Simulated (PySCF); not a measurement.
This PySCF input asks for the NMR shieldings of `B[C@@H](CCC)OC(F)F`, C5H11BF2O; the geometry comes from GFN2-xTB.

```python
import basis_set_exchange as bse
import numpy as np
from pyscf import gto, dft
from pyscf.prop import nmr

atoms = """
B    -0.693927   -1.739722    1.424930
C    -0.457687   -0.378564    0.665801
C     0.783318   -0.490626   -0.244369
C     1.177406    0.855120   -0.850854
C     2.383674    0.715167   -1.770332
O    -1.546934    0.044391   -0.201703
C    -2.659484    0.401399    0.440169
F    -3.657396    0.528405   -0.446138
F    -2.535372    1.633689    1.031921
H    -1.597290   -2.427832    1.160404
H     0.085280   -2.055979    2.231488
H    -0.265228    0.448967    1.366738
H     0.555128   -1.195498   -1.044586
H     1.610664   -0.891334    0.342897
H     1.410984    1.560826   -0.050509
H     0.329602    1.249399   -1.411198
H     2.166094    0.029735   -2.586112
H     3.241131    0.332803   -1.220202
H     2.650436    1.679733   -2.195017
H    -2.985548   -0.289403    1.245151
"""
names = dict.fromkeys(["B", "C", "O", "F", "H"], "pcSseg-1")
basis = {el: gto.basis.parse(bse.get_basis(n, elements=[el], fmt="nwchem")) for el, n in names.items()}
mol = gto.M(atom=atoms, basis=basis, charge=0, verbose=0)
mf = dft.RKS(mol, xc="PBE0")
mf.grids.level = 2
mf.grids.alignment = dft.numint.BLKSIZE   # the property module wants whole blocks of grid points
mf.conv_tol = 1e-9
mf.kernel()

calc = nmr.RKS(mf)   # GIAO
C = mf.mo_coeff
Co = C[:, mf.mo_occ > 0]
resp = mf.gen_response(singlet=True, hermi=2)
def vind(x):   # induced exchange potential for any number of trial vectors
    d = np.einsum("pi,xij,qj->xpq", C, 2 * x.reshape(-1, C.shape[1], Co.shape[1]), Co, optimize=True)
    return np.einsum("xpq,pi,qj->xij", resp(d - d.transpose(0, 2, 1)), C, Co, optimize=True).ravel()
mo1, _ = nmr.rhf.solve_mo1(calc, with_cphf=vind)
sigma = calc.kernel(mo1)
for i, s in enumerate(sigma):   # ppm
    w = np.linalg.eigvalsh((s + s.T) / 2)
    print("%2d %-2s iso %8.1f  s11 %8.1f  s22 %8.1f  s33 %8.1f" % (i, mol.atom_pure_symbol(i), w.mean(), *w))
```

**Question.** What are the results?

**Answer.** 
```
 0 B  iso      9.2  s11    -68.3  s22    -30.0  s33    125.9
 1 C  iso     98.5  s11     74.4  s22     96.1  s33    124.8
 2 C  iso    156.7  s11    144.3  s22    158.1  s33    167.8
 3 C  iso    159.4  s11    141.3  s22    165.8  s33    171.2
 4 C  iso    170.1  s11    159.3  s22    163.4  s33    187.6
 5 O  iso    206.3  s11    149.6  s22    212.2  s33    257.1
 6 C  iso     61.3  s11     41.8  s22     63.3  s33     78.8
 7 F  iso    270.2  s11    179.8  s22    285.4  s33    345.4
 8 F  iso    269.1  s11    205.1  s22    233.7  s33    368.5
 9 H  iso     23.5  s11     14.6  s22     27.5  s33     28.4
10 H  iso     23.9  s11     15.7  s22     26.9  s33     29.1
11 H  iso     27.1  s11     22.2  s22     27.5  s33     31.4
12 H  iso     30.4  s11     26.0  s22     30.4  s33     34.8
13 H  iso     30.3  s11     25.2  s22     29.6  s33     36.1
14 H  iso     30.4  s11     25.5  s22     30.3  s33     35.3
15 H  iso     29.4  s11     23.4  s22     30.7  s33     34.0
16 H  iso     30.8  s11     26.5  s22     29.0  s33     36.8
17 H  iso     30.7  s11     26.5  s22     28.8  s33     36.9
18 H  iso     30.3  s11     25.6  s22     27.6  s33     37.7
19 H  iso     25.3  s11     22.7  s22     23.7  s33     29.4
```

These numbers come from an equivalent density-fitted implementation of the same equations, which agrees with the script to about 0.01 ppm for H and up to a few tenths of a ppm for heavy atoms, so last digits may differ.

Size and cost of the density-fitted run: 208 basis functions, 2.2 min wall time (97 s CPU) on 1 thread of an Intel Xeon, shared host; peak memory 0.94 GiB.
